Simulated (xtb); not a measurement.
C$_{4}$H$_{10}$NO (SMILES CC(=O)[NH+](C)C), charge +1, singlet, from a rough starting geometry; GFN2-xTB (xtb).

xtb was given this input:
```
$ xtb mol.xyz --gfn 2 --chrg 1 --opt vtight --json

# file mol.xyz
16

C      1.98438072    -0.00834670    -0.68419329
C      0.98974957     0.38823101     0.25046991
O      1.01983591     0.99022266     1.31432939
N     -0.42893447    -0.13692906    -0.10646439
C     -1.33158602     0.94684476    -0.28840038
C     -0.93430526    -1.07319766     0.92020831
H      2.97909048     0.30453983    -0.37783786
H      2.10953427    -1.07607291    -0.77627664
H      1.75465711     0.41576886    -1.71059982
H     -0.32794177    -0.70087483    -0.99099887
H     -2.31147473     0.64431890    -0.53981189
H     -1.36961673     1.57582405     0.65533323
H     -1.01171229     1.60685873    -1.13803277
H     -0.29441601    -1.91288173     1.05964297
H     -0.97125647    -0.57634338     1.89569295
H     -1.88835956    -1.38330332     0.64770845
```

Question: Write the output that xtb gives for this input, abridged.

Answer: 
```
   ID    Z sym.   atoms
    1    6 C      1, 2, 5, 6
    2    8 O      3
    3    7 N      4
    4    1 H      7-16

           -------------------------------------------------
          |                Calculation Setup                |
           -------------------------------------------------

           -------------------------------------------------
          |                 G F N 2 - x T B                 |
           -------------------------------------------------

          ...................................................
          :                      SETUP                      :
          :.................................................:
          :  # basis functions                  34          :
          :  # atomic orbitals                  34          :
          :  # shells                           22          :
          :  # electrons                        36          :
          :  max. iterations                   250          :
          :  Hamiltonian                  GFN2-xTB          :
          :  restarted?                      false          :
          :  GBSA solvation                  false          :
          :  PC potential                    false          :
          :  electronic temp.          300.0000000     K    :
          :  accuracy                    1.0000000          :
          :  -> integral cutoff          0.2500000E+02      :
          :  -> integral neglect         0.1000000E-07      :
          :  -> SCF convergence          0.1000000E-05 Eh   :
          :  -> wf. convergence          0.1000000E-03 e    :
          :  Broyden damping             0.4000000          :
          :  net charge                          1          :
          :  unpaired electrons                  0          :
          ...................................................

 iter      E             dE          RMSdq      gap      omega  full diag
   1    -20.3433215 -0.203433E+02  0.386E+00    4.60       0.0  T
   2    -20.4399051 -0.965836E-01  0.231E+00    3.94       1.0  T
   3    -20.4504243 -0.105192E-01  0.148E+00    4.42       1.0  T
   4    -20.4516319 -0.120758E-02  0.395E-01    4.12       1.0  T
   5    -20.4530884 -0.145656E-02  0.929E-02    4.25       1.0  T
   6    -20.4531038 -0.153459E-04  0.295E-02    4.24       1.0  T
   7    -20.4531042 -0.426912E-06  0.800E-03    4.24       3.1  T
   8    -20.4531043 -0.113824E-06  0.267E-03    4.24       9.4  T
   9    -20.4531043 -0.634738E-08  0.846E-04    4.24      29.6  T
  10    -20.4531043 -0.312080E-08  0.289E-04    4.24      86.4  T

   *** convergence criteria satisfied after 10 iterations ***

         :::::::::::::::::::::::::::::::::::::::::::::::::::::
         ::                     SUMMARY                     ::
         :::::::::::::::::::::::::::::::::::::::::::::::::::::
         :: total energy             -20.194957759216 Eh    ::
         :: gradient norm              0.159577191950 Eh/a0 ::
         :: HOMO-LUMO gap              4.240654865198 eV    ::
         ::.................................................::
         :: SCC energy               -20.453081203238 Eh    ::
         :: -> isotropic ES            0.117458472654 Eh    ::
         :: -> anisotropic ES         -0.007916688640 Eh    ::
         :: -> anisotropic XC          0.011482430894 Eh    ::
         :: -> dispersion             -0.007911063087 Eh    ::
         :: repulsion energy           0.258123444022 Eh    ::
         :: add. restraining           0.000000000000 Eh    ::
         :: total charge               1.000000000000 e     ::
         :::::::::::::::::::::::::::::::::::::::::::::::::::::

      -----------------------------------------------------------
     |                   =====================                   |
     |                        A N C O P T                        |
     |                   =====================                   |
     |               Approximate Normal Coordinate               |
     |                Rational Function Optimizer                |
      -----------------------------------------------------------
      -----------------------------------------------------------
     |                   =====================                   |
     |                        A N C O P T                        |
     |                   =====================                   |
     |               Approximate Normal Coordinate               |
     |                Rational Function Optimizer                |
      -----------------------------------------------------------

          ...................................................
          :                      SETUP                      :
          :.................................................:
          :   optimization level         verytight          :
          :   max. optcycles                   320          :
          :   ANC micro-cycles                  20          :
          :   degrees of freedom                42          :
          :.................................................:
          :   RF solver                   davidson          :
          :   write xtbopt.log                true          :
          :   linear?                        false          :
          :   energy convergence         0.1000000E-06 Eh   :
          :   grad. convergence          0.2000000E-03 Eh/α :
          :   maxmium RF displ.          1.0000000          :
          :   Hlow (freq-cutoff)         0.1000000E-01      :
          :   Hmax (freq-cutoff)         5.0000000          :
          :   S6 in model hess.         20.0000000          :
          ...................................................

generating ANC from exact Hessian ...
Using Lindh-Hessian (1995)
 Shifting diagonal of input Hessian by    6.0815272984816636E-003
 Lowest  eigenvalues of input Hessian
    0.000000    0.000000    0.000000    0.000000    0.000000    0.000000
[...]
 * total energy  :   -20.1949578 Eh     change       -0.1873985E-09 Eh
 * total energy  :   -20.2078593 Eh     change       -0.1290154E-01 Eh
 * total energy  :   -20.2097229 Eh     change       -0.1863643E-02 Eh
 * total energy  :   -20.2098500 Eh     change       -0.1270202E-03 Eh
 * total energy  :   -20.2098751 Eh     change       -0.2514661E-04 Eh
 * total energy  :   -20.2098771 Eh     change       -0.1961431E-05 Eh
 * total energy  :   -20.2098775 Eh     change       -0.4565177E-06 Eh
 * total energy  :   -20.2098778 Eh     change       -0.2942205E-06 Eh
 * total energy  :   -20.2098780 Eh     change       -0.2258847E-06 Eh
 * total energy  :   -20.2098782 Eh     change       -0.1339223E-06 Eh
 * total energy  :   -20.2098782 Eh     change       -0.3071583E-07 Eh
   *** GEOMETRY OPTIMIZATION CONVERGED AFTER 11 ITERATIONS ***
         :: total energy             -20.209878208375 Eh    ::
[...]

           -------------------------------------------------
          |                Property Printout                |
           -------------------------------------------------

    * Orbital Energies and Occupations

         #    Occupation            Energy/Eh            Energy/eV
      -------------------------------------------------------------
         1        2.0000           -0.9387508             -25.5447
       ...           ...                  ...                  ...
         6        2.0000           -0.8069036             -21.9570
         7        2.0000           -0.7615994             -20.7242
         8        2.0000           -0.7611830             -20.7128
         9        2.0000           -0.7532789             -20.4978
        10        2.0000           -0.7277600             -19.8034
        11        2.0000           -0.7139902             -19.4287
        12        2.0000           -0.6888068             -18.7434
        13        2.0000           -0.6725803             -18.3018
        14        2.0000           -0.6670134             -18.1504
        15        2.0000           -0.6634932             -18.0546
        16        2.0000           -0.6631293             -18.0447
        17        2.0000           -0.6574668             -17.8906
        18        2.0000           -0.6261843             -17.0393 (HOMO)
        19                         -0.4569277             -12.4336 (LUMO)
        20                         -0.2831910              -7.7060
        21                         -0.2019487              -5.4953
        22                         -0.1381986              -3.7606
        23                         -0.1306024              -3.5539
        24                         -0.0430892              -1.1725
        25                         -0.0325142              -0.8848
        26                         -0.0040645              -0.1106
        27                          0.0050206               0.1366
        28                          0.0207736               0.5653
        29                          0.0273439               0.7441
       ...                                ...                  ...
        34                          0.5377027              14.6316
      -------------------------------------------------------------
                  HL-Gap            0.1692566 Eh            4.6057 eV
             Fermi-level           -0.5415560 Eh          -14.7365 eV

     #   Z          covCN         q      C6AA      α(0)
     1   6 C        3.753    -0.170    23.861     6.966
     2   6 C        2.737     0.290    22.085     7.694
     3   8 O        0.856    -0.218    18.361     5.745
     4   7 N        3.564     0.002    21.218     6.841
     5   6 C        3.695    -0.090    22.395     6.770
     6   6 C        3.695    -0.090    22.396     6.770
     7   1 H        0.925     0.135     1.494     1.912
     8   1 H        0.924     0.123     1.591     1.973
     9   1 H        0.924     0.123     1.591     1.972
    10   1 H        0.859     0.230     0.965     1.539
    11   1 H        0.925     0.111     1.687     2.031
    12   1 H        0.925     0.121     1.606     1.982
    13   1 H        0.925     0.100     1.785     2.090
    14   1 H        0.925     0.100     1.785     2.089
    15   1 H        0.925     0.121     1.606     1.982
    16   1 H        0.925     0.111     1.688     2.032

 Mol. C6AA /au·bohr⁶  :       1630.767246
 Mol. C8AA /au·bohr⁸  :      34789.454340
 Mol. α(0) /au        :         60.387919

Wiberg/Mayer (AO) data.
largest (>0.10) Wiberg bond orders for each atom

 ---------------------------------------------------------------------------
     #   Z sym  total        # sym  WBO       # sym  WBO       # sym  WBO
 ---------------------------------------------------------------------------
     1   6 C    3.972 --     2 C    1.056     7 H    0.957     8 H    0.932
                             9 H    0.932
     2   6 C    3.913 --     3 O    1.998     1 C    1.056     4 N    0.781
     3   8 O    2.259 --     2 C    1.998     4 N    0.105
     4   7 N    3.747 --     6 C    0.953     5 C    0.953    10 H    0.918
                             2 C    0.781     3 O    0.105
     5   6 C    3.908 --    13 H    0.976    12 H    0.972    11 H    0.970
                             4 N    0.953
     6   6 C    3.908 --    14 H    0.976    15 H    0.972    16 H    0.970
                             4 N    0.953
     7   1 H    0.981 --     1 C    0.957
     8   1 H    0.985 --     1 C    0.932
     9   1 H    0.985 --     1 C    0.932
    10   1 H    0.947 --     4 N    0.918
    11   1 H    0.987 --     5 C    0.970
    12   1 H    0.985 --     5 C    0.972
    13   1 H    0.990 --     5 C    0.976
    14   1 H    0.990 --     6 C    0.976
    15   1 H    0.985 --     6 C    0.972
    16   1 H    0.987 --     6 C    0.970
 ---------------------------------------------------------------------------

Topologies differ in total number of bonds
Writing topology from bond orders to xtbtopo.mol

molecular dipole:
                 x           y           z       tot (Debye)
 q only:       -0.314      -0.534      -0.773
   full:       -0.344      -0.710      -1.057       3.353
molecular quadrupole (traceless):
                xx          xy          yy          xz          yz          zz
 q only:        5.986      -1.264      -2.412      -4.345      -2.674      -3.574
  q+dip:        5.767      -1.099      -2.555      -4.173      -2.090      -3.212
   full:        5.577      -1.404      -1.932      -4.176      -3.137      -3.646

optimized geometry written to: xtbopt.xyz

           -------------------------------------------------
          | TOTAL ENERGY              -20.209878208375 Eh   |
          | GRADIENT NORM               0.000035946733 Eh/α |
          | HOMO-LUMO GAP               4.605705171234 eV   |
           -------------------------------------------------

normal termination of xtb
```
